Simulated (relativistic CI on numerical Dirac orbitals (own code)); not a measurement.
## How the errors of a small relativistic CI change along the 76-electron sequence

Levels calculated with a relativistic CI code on KLI orbitals, against measured ones, in five cumulative steps: (1) Dirac-Coulomb, each configuration alone; (2) with Breit and QED terms; (3) with configuration mixing; (4) with scaled Slater integrals; (5) with a P86 correlation estimate. Each ion has its own short list of configurations; levels above 2,000 cm⁻¹ that pair in every step are counted, and ions without enough such levels are left out. The scale is 0.85 up to charge 4 and 0.9 beyond; P86 is a density functional added for each configuration.

Median relative error (%):

```csv
Ion,Ground,Levels,(1),(2),(3),(4),(5)
Os I,5d6 6s2,9,25.5,30.0,4.7,11.2,25.8
Ir II,5d7 6s,6,20.5,19.8,11.9,6.3,6.2
Pt III,5d8,4,24.1,22.1,8.3,2.9,7.1
Au IV,5d8,9,4.6,6.5,7.9,2.5,6.3
```

Mean absolute error (cm⁻¹):

```tsv
Ion	(1)	(2)	(3)	(4)	(5)
Os I	4636	4913	2726	2610	2929
Ir II	2675	2653	1733	1009	1417
Pt III	3718	3549	1330	505	1392
Au IV	2711	2726	2165	1024	2663
```

In step (3), fully ab initio, the relative error is 4.7 % for Os I and 7.9 % for Au IV, while the absolute error goes from 2726 to 2165 cm⁻¹. The usual fall of relative errors with the charge does not show here: the ground configuration changes along the sequence as a d or f shell contracts. The sets of levels differ from ion to ion, which blurs the trend. Mixing (step 3) lowers the mean absolute error for 4 of the 4 ions and scaling (step 4) for 4. The P86 step changes the mean absolute error by a factor of 1.1 for the first ion and 2.6 for the last.

Sources of the measured levels: Os I, NIST Handbook of Basic Atomic Spectroscopic Data (Sansonetti and Martin, J. Phys. Chem. Ref. Data 34, 1559 (2005)); Ir II, NIST Handbook of Basic Atomic Spectroscopic Data (Sansonetti and Martin, J. Phys. Chem. Ref. Data 34, 1559 (2005)); Pt III, NIST levels as listed in McCann et al., Mon. Not. R. Astron. Soc. 538, 537 (2025); Au IV, Zainab et al., Astrophys. J. Suppl. Ser. 267, 12 (2023).
